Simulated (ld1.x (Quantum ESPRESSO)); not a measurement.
# u(r) = r·R(r): atom against pseudo-atom (Ni (Z = 28))

Columns: radius, all-electron u(r) and pseudo u(r) of the 4s shell (level -5.99 eV) of nickel in the configuration [Ne] 3s2 3p6 3d8 4s1.75 4p0.25; PBE, scalar-relativistic, PAW scheme, ld1.x (Quantum ESPRESSO) 7.5.

```json
{"r (bohr)": "0.085", "all-electron": "-0.0462", "pseudo": "0.1290"}
{"r (bohr)": "0.170", "all-electron": "-0.1680", "pseudo": "0.2427"}
{"r (bohr)": "0.255", "all-electron": "-0.0697", "pseudo": "0.3287"}
{"r (bohr)": "0.340", "all-electron": "0.0891", "pseudo": "0.3791"}
{"r (bohr)": "0.425", "all-electron": "0.2122", "pseudo": "0.3917"}
{"r (bohr)": "0.510", "all-electron": "0.2716", "pseudo": "0.3691"}
{"r (bohr)": "0.595", "all-electron": "0.2719", "pseudo": "0.3181"}
{"r (bohr)": "0.680", "all-electron": "0.2285", "pseudo": "0.2466"}
{"r (bohr)": "0.765", "all-electron": "0.1577", "pseudo": "0.1627"}
{"r (bohr)": "0.850", "all-electron": "0.0721", "pseudo": "0.0727"}
{"r (bohr)": "0.935", "all-electron": "-0.0187", "pseudo": "-0.0188"}
{"r (bohr)": "1.020", "all-electron": "-0.1087", "pseudo": "-0.1087"}
{"r (bohr)": "1.105", "all-electron": "-0.1939", "pseudo": "-0.1939"}
{"r (bohr)": "1.190", "all-electron": "-0.2723", "pseudo": "-0.2723"}
{"r (bohr)": "1.275", "all-electron": "-0.3427", "pseudo": "-0.3427"}
{"r (bohr)": "1.360", "all-electron": "-0.4046", "pseudo": "-0.4046"}
{"r (bohr)": "1.445", "all-electron": "-0.4582", "pseudo": "-0.4582"}
{"r (bohr)": "1.530", "all-electron": "-0.5037", "pseudo": "-0.5037"}
{"r (bohr)": "1.615", "all-electron": "-0.5418", "pseudo": "-0.5418"}
{"r (bohr)": "1.700", "all-electron": "-0.5730", "pseudo": "-0.5730"}
{"r (bohr)": "1.785", "all-electron": "-0.5979", "pseudo": "-0.5979"}
{"r (bohr)": "1.870", "all-electron": "-0.6171", "pseudo": "-0.6171"}
{"r (bohr)": "1.955", "all-electron": "-0.6313", "pseudo": "-0.6313"}
{"r (bohr)": "2.040", "all-electron": "-0.6410", "pseudo": "-0.6410"}
{"r (bohr)": "2.125", "all-electron": "-0.6466", "pseudo": "-0.6466"}
{"r (bohr)": "2.210", "all-electron": "-0.6488", "pseudo": "-0.6488"}
```

**Question.** How many radial nodes do the two functions have?

**Answer.** The all-electron 4s function has n − l − 1 = 3 (the table is too coarse to show those close to the nucleus); the pseudo-wave has 1, since 1 lower shell of the same l stays in the valence.

**Question.** At about which radius was the pseudo-wave matched?

**Answer.** 1.05 bohr. The columns agree to 0.0005 from 0.94 bohr on; several derivatives are matched, so the curves merge somewhat inside the radius.

**Question.** Is the pseudo-wave norm-conserving?

**Answer.** No, it belongs to a PAW set: the norm inside the radius is not constrained, and the difference is carried by the augmentation charge.
